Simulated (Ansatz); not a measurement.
Ideal-gas functions of `CB(Cl)[SeH]` at 600 K and 1 bar, from an Ansatz frequency run at PBE0-D4/def2-TZVP.

Molar mass 141.27 g/mol, point group Cs (symmetry number 1), electronic degeneracy 1, moments of inertia 92.568, 263.092, 352.579 u Å². Harmonic wavenumbers (cm⁻¹, unscaled): 72, 196, 254, 349, 400, 472, 721, 777, 839, 1012, 1107, 1332, 1447, 1448, 2443, 3043, 3105, 3148.

Use S(trans) = R[1.5 ln M + 2.5 ln T − 1.1517]; rotational temperatures θ = 24.2544 K / I; S(rot) = R[ln(√π/σ · √(T³/θAθBθC)) + 1.5]; for each mode x = 1.438777 ν̃/T, S = R[x/(eˣ − 1) − ln(1 − e⁻ˣ)] and H = RT x/(eˣ − 1); 1 cm⁻¹ = 0.0119627 kJ/mol; R = 8.31446 J/(mol·K).

Task: By hand: the entropy, in J/(mol·K).

Result: Translation 185.1. Rotation: θ = 0.262, 0.0922, 0.0688 K, giving 123.6. Vibration, mode by mode: 22.93, 14.67, 12.56, 10.03, 8.97, 7.71, 4.73, 4.25, 3.78, 2.72, 2.28, 1.48, 1.19, 1.19, 0.16, 0.05, 0.04, 0.04, in all 98.8. Electronic 0.0. Sum 407.5 J/(mol·K).

Task: By hand: H − E and G − E in kJ/mol, counted from the electronic energy.

Result: Zero-point energy ½ × 22165 × 0.0119627 = 132.6; thermal vibration 30.2; translation, rotation and pV give 4 RT = 20.0. H − E = 182.8 kJ/mol, and G − E = 182.8 − 600 × 407.5/1000 = -61.7 kJ/mol.

Vibration gives 24 % of the entropy, 22.9 J/(mol·K) of it from the mode under 150 cm⁻¹: soft modes count most, and the harmonic formula is weakest for them. The sum counts one conformer and one mirror image; others add a mixing term.
